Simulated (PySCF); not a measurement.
C₆H₃NO₂.
SMILES: `N#Cc1ccc(=O)oc1`

Vertical excitations from PySCF (density fitting, frozen core in the response, grid level 2 and gas phase unless stated; continuum runs use non-equilibrium linear response for the excitations) on a GFN2-xTB geometry. Reference run:

| settings | S1, eV (f) | S2, eV (f) | S3, eV (f) | S4, eV (f) | S5, eV (f) | S6, eV (f) | T1, eV (Tamm–Dancoff) | mean α (au) |
| --- | --- | --- | --- | --- | --- | --- | --- | --- |
| PBE0/def2-SVPD, full TDDFT, 6 singlets | 4.44 (0.077) | 4.69 (0.000) | 5.54 (0.206) | 5.69 (0.000) | 6.28 (0.001) | 6.54 (0.393) | 2.84 | 80.6 |

Task: What do these settings give: HF/def2-SVPD, IEF-PCM tetrahydrofuran, fitting basis def2-universal-jkfit, CIS, 12 singlets?

Result: 
```csv
settings,"S1, eV (f)","S2, eV (f)","S3, eV (f)","S4, eV (f)","S5, eV (f)","S6, eV (f)","T1, eV (Tamm–Dancoff)",mean α (au)
"HF/def2-SVPD, IEF-PCM tetrahydrofuran, fitting basis def2-universal-jkfit, CIS, 12 singlets",5.29 (0.202),6.72 (0.000),6.73 (0.840),6.99 (0.000),7.41 (0.001),7.70 (0.001),2.78,97.7
```

S1 moves by +0.85 eV; functional, environment and response scheme change together, so the shift can't be laid on one. States are counted by energy in each run and needn't keep their character from row to row.

Task: Which orbital pairs make up S1 in each run, and how does it sit against the orbital gap?

Result: 
```
                                                                                   settings  S1 configurations (weight)  S1 (eV)  orbital gap (eV)  S1 − gap (eV)
                                                     PBE0/def2-SVPD, full TDDFT, 6 singlets                    H→L 0.97     4.44              5.12          -0.68
HF/def2-SVPD, IEF-PCM tetrahydrofuran, fitting basis def2-universal-jkfit, CIS, 12 singlets                    H→L 0.92     5.29             11.04          -5.75
```

Geometry: GFN2-xTB; no vibrations or thermal averaging.
